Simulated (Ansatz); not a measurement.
Isolated molecules relaxed with PBE0-D4/def2-TZVP in Ansatz; ΔE leaves out vibrations. CCSD(T)/CBS adds triple-zeta CCSD(T) − MP2 to the extrapolated MP2 energy (def2 sets, frozen cores). This one scheme is used for every species. Functionals use def2-TZVPP. HSE06 is defined as in plane-wave codes. Each species was taken in one conformer, which may not be the lowest.

`OCB(F)S` + `[SiH3]Cl` → `OCB(F)[SiH2]Cl` + H₂S  (formal exchange of groups at a B–S bond)

`OCB(F)S`:

Z-matrix (Å, degrees):
```
C
B 1 1.570
O 1 1.413 2 114.8
H 1 1.103 2 108.2 3 -124.0
H 1 1.097 2 109.6 3 121.8
S 2 1.801 1 125.2 3 -172.9
F 2 1.333 1 118.3 3 8.7
H 3 0.961 1 108.7 2 -20.1
H 6 1.343 2 95.3 1 1.8
```

`[SiH3]Cl`:

Cartesian coordinates in Å:
```
Si -0.035 0.094 0.080
Cl 0.532 -1.412 -1.196
H -0.303 -0.494 1.412
H -1.259 0.731 -0.458
H 1.066 1.080 0.163
```

`OCB(F)[SiH2]Cl`:

Z-matrix (Å, degrees):
```
C
B 1 1.565
O 1 1.415 2 115.8
H 1 1.104 2 109.3 3 -127.9
H 1 1.099 2 107.7 3 119.3
Si 2 2.044 1 122.3 3 8.0
F 2 1.326 1 118.2 3 -173.4
H 3 0.962 1 108.8 2 -57.6
Cl 6 2.083 2 105.3 1 48.3
H 6 1.484 2 114.3 1 165.1
H 6 1.484 2 113.2 1 -68.9
```

H₂S:

Cartesian coordinates in Å:
```
S 0.299 0.199 0.505
H 0.625 0.107 -0.793
H -0.925 -0.306 0.288
```

| level | ΔE (kJ/mol) |
| --- | --- |
| HSE06 | 98.6 |
| MP2/def2-SVP | 107.6 |
| MP2/def2-TZVPP | 106.4 |
| CCSD(T)/def2-TZVPP | 98.6 |

What does CCSD(T)/CBS give? (Best estimate.)

Computed: +98.3 kJ/mol. The listed levels differ from it by 0.3, 9.3, 8.1, 0.3 kJ/mol.

Largest T1 diagnostic among the species: 0.012.

Leaving LDA and LC-ωPBE aside and taking each functional with its dispersion term where it has one, the values, not all of them listed here, spread over 10.7 kJ/mol, from BLYP-D4 to PBE-QIDH. The D4 term adds −5.1 kJ/mol with B3LYP and −3.2 kJ/mol with PBE0; it sums over pairs of atoms, weighted by their polarisabilities, and B3LYP, whose exchange is more repulsive, gets the larger term. From BLYP to BHLYP (50 % exact exchange), in def2-TZVPP and without D4, ΔE moves by +4.9 kJ/mol.

B3LYP here is the variant with VWN-RPA as its local correlation; programs differ in this.
